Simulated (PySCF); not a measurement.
Two species compared at the same levels of theory.

First species: C₅H₉FOSi.
SMILES: `C=C1CO[C@@H](F)C[SiH2]1`

Second species: C₅H₉FOSi.
InChI=1S/C5H9FOSi/c6-5(3-8)4-1-7-2-4/h1-3H2,8H3

Levels: CAM-B3LYP/def2-SVPD for HOMO energy, LUMO energy, HOMO–LUMO gap and static isotropic polarisability; TDDFT CAM-B3LYP/def2-SVPD for lowest singlet excitation; TDA CAM-B3LYP/def2-SVPD for lowest triplet excitation (Tamm–Dancoff). Geometries: GFN2-xTB. Each species is one conformer at its optimised geometry, gas phase, non-relativistic unless stated. Electronic properties by PySCF.

The conformers computed, where there is a choice (atom-mapped SMILES and torsion angles):
- `[F:1][C:2]([CH2:3][SiH3:4])=[C:5]1[CH2:6][O:7][CH2:8]1`: F1–C2–C3–Si4 -71°

The conformers of `C=C1CO[C@@H](F)C[SiH2]1` aren't listed.

**Question.** Which has the higher LUMO energy?

**Answer.** The second: 0.87 eV against 0.64 eV, a difference of 0.23 eV.

**Question.** Which has the higher S1 energy?

**Answer.** The first: 6.41 eV against 6.18 eV, a difference of 0.23 eV.

**Question.** Which of the two has the higher HOMO energy, and by how much?

**Answer.** The second: -8.09 eV against -9.10 eV, a difference of 1.01 eV.

**Question.** Which of the two has the higher HOMO–LUMO gap, and by how much?

**Answer.** The first: 9.74 eV against 8.96 eV, a difference of 0.78 eV.

**Question.** Which of the two has the higher T1 energy, and by how much?

**Answer.** The first: 4.26 eV against 4.20 eV, a difference of 0.06 eV.

**Question.** Which has the higher static isotropic polarisability?

**Answer.** The second: 90.7 au against 87.2 au, a difference of 3.5 au.

On the first: The vertical singlet–triplet gap S1 − T1 is 2.15 eV (TDDFT singlet less Tamm–Dancoff triplet; S1: HOMO−1→LUMO, weight 0.60; T1: HOMO→LUMO, weight 0.76). The polarisability is 12.93 Å³ as a volume (1 au = 0.148185 Å³), or 1.25 au for each of the 70 electrons.

On the second: The 8 singlets span 6.18 to 7.62 eV, and their oscillator strengths add up to 0.65. The polarisability is 13.43 Å³ as a volume (1 au = 0.148185 Å³), or 1.30 au for each of the 70 electrons.
